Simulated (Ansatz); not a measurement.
The lowest singlet and triplet of GeH2 (SMILES [GeH2]); geometries from B3LYP-D3(BJ)/def2-TZVP, each state relaxed from the structure named, with no frequency check.
Singlet (charge 0, multiplicity 1):
```xyz
3

Ge     0.000     0.066     0.000
H     -1.134    -1.062     0.000
H      1.141    -1.054     0.000
```
Triplet (charge 0, multiplicity 3):
```xyz
3

Ge     0.000     0.046     0.000
H     -1.335    -0.736     0.000
H      1.340    -0.728     0.000
```

A positive gap puts the triplet lower; no zero-point energy. R- takes a restricted singlet. The triplet is unrestricted in single-reference levels. Active spaces average the two states.

Frozen-core correlation. Filled d and f shells under p-block atoms count as core.

The values were computed with Ansatz (an electronic-structure program). 

**Question.** Estimate the gap E(singlet) − E(triplet), adiabatic that R-CCSD(T)/cc-pVTZ returns for this input.

**Answer.** -22.7 kcal/mol

**Question.** What gap E(singlet) − E(triplet), adiabatic does FIC-NEVPT4(SD) on SA-CASSCF(6,6)/cc-pVDZ give?

**Answer.** -22.0 kcal/mol

**Question.** What gap E(singlet) − E(triplet), adiabatic does FIC-MRCISD+Q on SA-CASSCF(6,6)/cc-pVTZ give?

**Answer.** -23.3 kcal/mol

Doubts at one or more of the structures used: a restricted determinant that unrestricted orbitals would lower (R-CCSD(T)/cc-pVTZ).
